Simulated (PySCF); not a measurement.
## Static response to an electric field

C6H13GeN.
Structure used (PBE0-D3(BJ)/def2-SVP), in Å, numbered top down from 1:
```xyz
21
C6H13GeN angstrom
C      3.242   -0.683    0.401
N      1.982   -0.632    0.409
Ge     1.045    0.745   -0.435
C     -0.218   -0.117   -1.648
C     -1.294   -0.842   -0.834
C     -2.039    0.049    0.163
C     -1.195    0.569    1.329
C     -0.096    1.556    0.926
H      3.771   -1.510    0.916
H      3.909    0.061   -0.090
H      2.043    1.720   -1.116
H     -0.673    0.665   -2.281
H      0.310   -0.810   -2.321
H     -0.829   -1.679   -0.284
H     -2.027   -1.299   -1.520
H     -2.487    0.905   -0.376
H     -2.887   -0.522    0.575
H     -1.863    1.046    2.067
H     -0.737   -0.292    1.846
H     -0.536    2.473    0.497
H      0.503    1.865    1.797
```

Level: PBE0/def2-SVPD (PySCF), static field, nuclei fixed, core orbitals frozen in the response. The polarisability tensor in these axes (au):

```
x   128.06  -2.25   0.20
y    -2.25  97.40  -0.16
z     0.20  -0.16  97.01
```

**Question.** What are the eigenvalues, a third of the trace, and Δα (Δα² = ½Σ(αi − αj)² over the three pairs)?

**Answer.** Principal values 96.94, 97.30 and 128.23 au; mean 107.49 au = 15.93 Å³ = 17.72 × 10⁻⁴⁰ C²·m²/J; Δα = 31.11 au (29 % of the mean).

**Question.** What is the dipole moment, and where does it point?

**Answer.** (0.09, 0.70, -0.42) D, 0.82 D in size, pointing from the negative to the positive side. Measured along this direction, the outermost atoms are H14, H9 and H19 at the negative end and H11 at the positive end.

**Question.** Sum over states: ᾱ = Σ f/ω², ω in Eh. What share falls to these 10 lowest TDDFT singlets (eV, f)? 4.17, 0.0001; 6.05, 0.0811; 6.43, 0.0135; 6.68, 0.0060; 6.74, 0.0336; 6.78, 0.0031; 7.02, 0.0808; 7.11, 0.0028; 7.28, 0.0588; 7.35, 0.0055.

**Answer.** They add up to 4.74 au, 4.4 % of the 107.49 au; the largest single term is 1.64 au, from the state at 6.05 eV. Terms in order: 0.00, 1.64, 0.24, 0.10, 0.55, 0.05, 1.21, 0.04, 0.82, 0.08 au. Higher excitations give the rest. The strengths listed sum to 0.285.

**Question.** How large is μ²/3kT at 250 K beside α?

**Answer.** In Gaussian units μ²/3kT = 6.57 Å³ against 15.93 Å³, a ratio of 0.41; the Debye molar polarisation (4π/3)N_A(α + μ²/3kT) is 56.8 cm³/mol, leaving out the vibrational part.

**Question.** Give the eigenvalues of the traceless quadrupole moment Θ = ½Σq(3rr − r²1), origin at the centre of nuclear charge.

**Answer.** -4.44, -0.87, 5.31 D·Å. The values depend on the origin, since the dipole doesn't vanish. The electronic extent ⟨r²⟩ about the same centre is 1361 bohr², a root-mean-square distance of 2.08 Å for the 88 electrons.

**Question.** Find the Langevin capture rate constant for NO+ (29.998 u) meeting this molecule (173.026 u), k = 2.342 × 10⁻⁹ cm³/s × √(α in Å³ / reduced mass in u).

**Answer.** The reduced mass is 25.57 u, so k = 1.85 × 10⁻⁹ cm³/s. The formula leaves out the permanent dipole, which adds to the capture rate.

**Question.** Rayleigh depolarisation ratio (linearly polarised light, static tensor)?

**Answer.** ρ = 3Δα²/(45ᾱ² + 4Δα²) = 2903.5/(519946 + 3871.4) = 0.00554.

Geometry: PBE0-D3(BJ)/def2-SVP, one conformer, isolated molecule. The calculation is non-relativistic, for germanium too.
